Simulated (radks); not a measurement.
Polarisabilities and homonuclear dispersion coefficients (atomic units). Code: a radial shooting solver on a logarithmic mesh with Libxc functionals. Model: non-relativistic Kohn-Sham, LDA (Slater exchange, Perdew-Wang correlation), spin-unpolarised, spherical densities, point nucleus. Response by self-consistent Sternheimer equations with the Hartree and adiabatic LDA kernel. For heavy and open-shell atoms this level of theory can miss by tens of per cent. "Uncoupled" leaves out the induced potential. Quadrupole and octupole values are given only where no p, d or f shell is open. The Sternheimer factor gamma scales a distant field gradient at the nucleus by 1 - gamma.

species,configuration,alpha1 (bohr^3),"alpha1, uncoupled",alpha2 (bohr^5),alpha3 (bohr^7),C6,C8,Sternheimer gamma,recommended alpha1
Cr2+,[Ar] 3d4,4.822,5.999,-,-,14.48,-,-,-
Kr,[Kr],18.04,27.78,112.4,1527,140.8,4612,-84.5,16.78 +/- 0.02
Se,[Ar] 3d10 4s2 4p4,27.99,41.89,-,-,235.4,-,-,28.9 +/- 1
Si+,[Ne] 3s2 3p1,19.11,31.61,-,-,100.5,-,-,-
I2+,[Kr] 4d10 5s2 5p3,14.52,25.24,-,-,102.1,-,-,-
Xe,[Xe],28.79,47.85,237.5,3971,308.0,13280,-159,27.32 +/- 0.2
Rb,[Kr] 5s1,300.4,379.7,8536,314400,4274,680100,-24.3,319.8 +/- 0.3

Recommended values: Schwerdtfeger and Nagle, table of static dipole polarisabilities (2023 update), measured or computed.

Beside tabulated values, note that relativity, absent from the non-relativistic runs, is large for the heavy elements, and spin-unpolarised runs miss the spin-polarisation part of the exchange energy of open shells.
